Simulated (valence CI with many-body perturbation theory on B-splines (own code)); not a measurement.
**Hf LXVIII: electric-dipole lines**

Level of theory: relativistic CI+MBPT: three valence electrons over a frozen Dirac-Fock core [He], radial functions for each j: 11 s, 11 p, 10 d, 8 f, 5 g, 2 h, with the one-electron correlation potential Σ1, the two-electron term Σ2, the three-electron term Σ3, Breit, model QED; selected CI, second order for the rest, scaled by the run's own slope (own B-spline code, finite nucleus).

The last digits are not significant, and no measured levels were compared; by estimate large intervals hold to a few tenths of a per cent, small ones and those within an open d or f shell to about a per cent.

Lines 51 to 100 of 577 in falling wavelength, among levels below 14445 eV, chosen from the strongest by gf and those to the six lowest levels. Wavelengths and rates use the calculated energies. Electric multipoles are in the length gauge with retardation, E1 and E2 with the static RPA response of the core. Weak lines are less certain than strong ones. Lines between different terms over intervals too small for the method are left out, as are lines whose strength nearly cancels. The highest levels of a list are the least certain.

Levels are named by their leading jj configuration (3d3/2^4 stands for four electrons in 3d with j = 3/2), which in mixed levels can hold well under half, so a name can repeat and another be missing. Letters in brackets count levels of one name in rising energy.

| λ vac (Å) | Upper | Lower | A (s⁻¹) | log gf | Branch % |
| --- | --- | --- | --- | --- | --- |
| 65.25 | (2s 2p1/2 4p3/2) J=3/2 [b] | (2s 2p1/2 4s) J=3/2 | 5.92e+10 | -0.82 | 0.0 |
| 64.47 | (2s 2p1/2 4p3/2) J=3/2 [a] | (2s 2p1/2 4s) J=1/2 [a] | 2.63e+11 | -0.18 | 0.2 |
| 63.69 | (2p1/2 2p3/2 3p3/2) J=7/2 | (2s 2p3/2 3p3/2) J=5/2 [b] | 2.48e+10 | -0.92 | 0.0 |
| 63.45 | (2s 2p1/2 4p1/2) J=3/2 | (2s^2 4p1/2) J=1/2 | 3.66e+10 | -1.05 | 0.0 |
| 62.45 | (2p3/2^2 3d5/2) J=5/2 [a] | (2p3/2^2 3p3/2) J=5/2 | 2.67e+10 | -1.03 | 0.0 |
| 61.00 | (2s 2p1/2 4s) J=3/2 | (2s^2 4s) J=1/2 | 1.31e+11 | -0.53 | 0.1 |
| 60.65 | (2s 2p1/2 4p3/2) J=5/2 | (2s^2 4p3/2) J=3/2 | 5.75e+10 | -0.72 | 0.1 |
| 60.36 | (2s 2p1/2 4p3/2) J=3/2 [b] | (2s^2 4p3/2) J=3/2 | 7.22e+10 | -0.80 | 0.0 |
| 55.85 | (2s 2p1/2 2p3/2) J=5/2 | (2s^2 2p3/2) J=3/2 | 8.16e+09 | -1.64 | 99.2 |
| 47.93 | (2s 2p1/2^2) J=1/2 | (2s^2 2p1/2) J=1/2 | 2.31e+10 | -1.80 | 100.0 |
| 45.76 | (2p1/2^2 2p3/2) J=3/2 | (2s 2p1/2 2p3/2) J=1/2 | 1.36e+10 | -1.77 | 0.2 |
| 42.46 | (2s 2p1/2 2p3/2) J=1/2 | (2s^2 2p3/2) J=3/2 | 1.75e+10 | -2.02 | 0.2 |
| 42.17 | (2s 2p1/2 2p3/2) J=3/2 [b] | (2s^2 2p3/2) J=3/2 | 1.26e+10 | -1.87 | 0.1 |
| 36.36 | (2p1/2^2 2p3/2) J=3/2 | (2s 2p1/2 2p3/2) J=5/2 | 7.39e+10 | -1.23 | 1.1 |
| 32.54 | (2p1/2^2 2p3/2) J=3/2 | (2s 2p1/2 2p3/2) J=3/2 [a] | 2.03e+10 | -1.89 | 0.3 |
| 30.17 | (2p1/2 2p3/2 3d3/2) J=5/2 [b] | (2p1/2 2p3/2 3p1/2) J=3/2 [b] | 3.01e+11 | -0.61 | 0.0 |
| 30.07 | (2s 2p3/2 3d5/2) J=7/2 [b] | (2p1/2 2p3/2 3s) J=5/2 | 8.22e+10 | -1.05 | 0.0 |
| 29.86 | (2s 2p1/2 3d3/2) J=3/2 [b] | (2s 2p1/2 3p1/2) J=1/2 [b] | 2.96e+11 | -0.80 | 0.0 |
| 29.76 | (2p1/2 2p3/2 3d3/2) J=3/2 [b] | (2p1/2 2p3/2 3p1/2) J=3/2 [b] | 3.46e+11 | -0.74 | 0.0 |
| 29.56 | (2s 2p1/2 3d3/2) J=1/2 | (2s 2p1/2 3p1/2) J=1/2 [b] | 4.71e+11 | -0.91 | 0.0 |
| 29.09 | (2s 2p3/2 3d3/2) J=3/2 [b] | (2s 2p3/2 3p1/2) J=3/2 [b] | 1.92e+11 | -1.01 | 0.0 |
| 29.07 | (2p1/2 2p3/2 3d3/2) J=1/2 [b] | (2p1/2 2p3/2 3p1/2) J=3/2 [b] | 4.54e+11 | -0.94 | 0.0 |
| 29.00 | (2s 2p3/2 3d3/2) J=3/2 [b] | (2s 2p3/2 3p1/2) J=1/2 | 2.57e+11 | -0.89 | 0.0 |
| 28.91 | (2s 2p3/2 3d3/2) J=5/2 [a] | (2s 2p3/2 3p1/2) J=5/2 | 3.16e+11 | -0.62 | 0.0 |
| 28.79 | (2s 2p3/2 3d3/2) J=5/2 [a] | (2s 2p3/2 3p1/2) J=3/2 [a] | 2.72e+11 | -0.69 | 0.0 |
| 28.67 | (2p3/2^2 3p3/2) J=5/2 | (2p3/2^2 3s) J=3/2 | 4.22e+11 | -0.51 | 0.1 |
| 28.62 | (2p3/2^2 3d3/2) J=5/2 | (2p3/2^2 3p1/2) J=5/2 | 3.17e+11 | -0.63 | 0.0 |
| 28.62 | (2p3/2^2 3d3/2) J=3/2 [a] | (2p3/2^2 3p1/2) J=3/2 | 4.74e+11 | -0.63 | 0.0 |
| 28.60 | (2p3/2^2 3d3/2) J=7/2 | (2p3/2^2 3p1/2) J=5/2 | 6.07e+11 | -0.22 | 0.0 |
| 28.58 | (2p3/2^2 3p3/2) J=1/2 | (2p3/2^2 3s) J=3/2 | 8.78e+11 | -0.67 | 0.2 |
| 28.53 | (2p3/2^2 3d3/2) J=3/2 [b] | (2p3/2^2 3p1/2) J=1/2 | 5.77e+11 | -0.55 | 0.0 |
| 28.52 | (2p1/2 2p3/2 3p3/2) J=3/2 [a] | (2p1/2 2p3/2 3s) J=3/2 [b] | 3.01e+11 | -0.83 | 0.1 |
| 28.49 | (2p3/2^2 3d3/2) J=5/2 | (2p3/2^2 3p1/2) J=3/2 | 2.83e+11 | -0.68 | 0.0 |
| 28.48 | (2s 2p3/2 3d3/2) J=5/2 [b] | (2s 2p3/2 3p1/2) J=3/2 [b] | 6.01e+11 | -0.36 | 0.0 |
| 28.44 | (2p1/2 2p3/2 3d3/2) J=3/2 [a] | (2p1/2 2p3/2 3p1/2) J=3/2 [a] | 2.28e+11 | -0.96 | 0.0 |
| 28.40 | (2s 2p3/2 3d3/2) J=3/2 [a] | (2s 2p3/2 3p1/2) J=3/2 [a] | 4.94e+11 | -0.62 | 0.0 |
| 28.38 | (2p1/2 2p3/2 3d3/2) J=5/2 [a] | (2p1/2 2p3/2 3p1/2) J=3/2 [a] | 4.76e+11 | -0.46 | 0.3 |
| 28.37 | (2s 2p3/2 3d3/2) J=7/2 | (2s 2p3/2 3p1/2) J=5/2 | 5.78e+11 | -0.25 | 0.0 |
| 28.28 | (2s 2p1/2 3d3/2) J=3/2 [a] | (2s 2p1/2 3p1/2) J=1/2 [a] | 5.75e+11 | -0.56 | 0.1 |
| 28.27 | (2s^2 3d3/2) J=3/2 | (2s^2 3p1/2) J=1/2 | 5.91e+11 | -0.55 | 0.0 |
| 28.24 | (2p1/2^2 3d3/2) J=3/2 | (2p1/2^2 3p1/2) J=1/2 | 5.85e+11 | -0.55 | 0.2 |
| 28.21 | (2p3/2^2 3d3/2) J=1/2 | (2p3/2^2 3p1/2) J=3/2 | 6.24e+11 | -0.83 | 0.0 |
| 28.21 | (2s 2p3/2 3p3/2) J=3/2 [a] | (2s 2p3/2 3s) J=3/2 [a] | 7.31e+11 | -0.46 | 0.2 |
| 28.18 | (2p1/2 2p3/2 3d3/2) J=7/2 | (2p1/2 2p3/2 3p1/2) J=5/2 | 5.93e+11 | -0.25 | 1.4 |
| 28.12 | (2s 2p1/2 3d3/2) J=5/2 | (2s 2p1/2 3p1/2) J=3/2 | 5.84e+11 | -0.38 | 0.2 |
| 28.09 | (2s 2p3/2 3d3/2) J=1/2 [a] | (2s 2p3/2 3p1/2) J=3/2 [a] | 6.64e+11 | -0.80 | 0.0 |
| 28.06 | (2p1/2 2p3/2 3d3/2) J=3/2 [a] | (2p1/2 2p3/2 3p1/2) J=1/2 | 3.40e+11 | -0.79 | 0.1 |
| 27.95 | (2p3/2^2 3p3/2) J=7/2 | (2p3/2^2 3s) J=5/2 | 9.73e+11 | -0.04 | 0.2 |
| 27.95 | (2s 2p1/2 3p3/2) J=3/2 [b] | (2s 2p1/2 3s) J=1/2 [b] | 5.07e+11 | -0.62 | 0.1 |
| 27.93 | (2p1/2 2p3/2 3p3/2) J=1/2 [a] | (2p1/2 2p3/2 3s) J=1/2 | 5.46e+11 | -0.89 | 0.1 |

Question: How does gf follow from A for the line at 64.47 Å?

Answer: gf = 1.4992 × (2J+1)_upper × A / σ², with σ = 1551177 cm⁻¹ and 2J+1 = 4: gf = 0.657.
